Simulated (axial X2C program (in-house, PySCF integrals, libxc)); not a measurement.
Levels of MoH by electron attachment to MoH⁺ (EOM-EA-CCSD)

Computed with an axial X2C code built on PySCF integrals: two-component X2C with atomic mean-field Coulomb and Gaunt terms, Gaussian nuclei, basis Mo dyall-acv3z, H dyall-av3z with contracted cores.

R = 1.717 Å (near the PBE0 minimum at charge 0 of the determinant lowest at the starting distance; the state shown can have its own minimum elsewhere).

Hartree–Fock spinors of MoH⁺ (one of each Kramers pair; a window near the gap, which can cut inner shells):

| ω | occupied | ε (eV) | character |
| --- | --- | --- | --- |
| 1/2 | yes | -17.35 | 51% H s, 30% Mo d, 11% Mo s |
| 5/2 | yes | -16.69 | 99% Mo d |
| 3/2 | yes | -16.52 | 95% Mo d, 2% H p, 2% H d |
| 1/2 | no | -5.69 | 57% Mo s, 18% Mo d, 11% H s |
| 1/2 | no | -4.25 | 47% Mo p, 42% Mo d, 7% H s |
| 1/2 | no | -3.99 | 80% Mo d, 14% Mo p, 3% H p |
| 3/2 | no | -3.55 | 90% Mo d, 8% Mo p |
| 3/2 | no | -3.46 | 81% Mo p, 10% Mo d, 8% H p |
| 1/2 | no | -3.23 | 83% Mo p, 11% H p, 5% Mo d |

Levels of MoH obtained by attaching an electron to MoH⁺:

```
  Ω  binding energy (eV)  above lowest (cm⁻¹)                 attached spinor  one-particle weight
1/2                6.994                    0  50% Mo sσ, 31% Mo dσ, 11% H sσ                 0.90
1/2                5.903                 8797                       92% Mo dπ                 0.91
3/2                5.613                11139                       98% Mo dδ                 0.91
1/2                5.170                14707  58% Mo pσ, 25% Mo dσ, 7% Mo sσ                 0.92
3/2                4.055                23703             88% Mo pπ, 10% H pπ                 0.94
1/2                3.846                25391             88% Mo pπ, 10% H pπ                 0.94
```

This point took 67 s on 1 thread of Arm Neoverse V1 (shared host).

Reference electrons by ω block (each with its −ω partner): 1/2: 13, 3/2: 6, 5/2: 2. 14 electrons of MoH⁺ correlated (inner shells frozen), 92 natural virtual spinors (a truncated set); levels can be off by some tenths of an eV. Roots sought by Ω: (1/2: 5, 3/2: 4, 5/2: 2, 7/2: 1); rows need 60 % one-particle weight and stop where some Ω has no more roots. Missing are any skipped roots, higher Ω and states of a further excitation; these come out far too high here and may in truth be low or lowest. T1 of the reference 0.023 (Lee–Taylor). The reference was not checked to be the lowest state of its species. Number of frozen shells: Mo 3 s, 2 p, 1 d; H none. Large amplitudes in the reference (orbital relaxation or multireference character) lower the reliability.
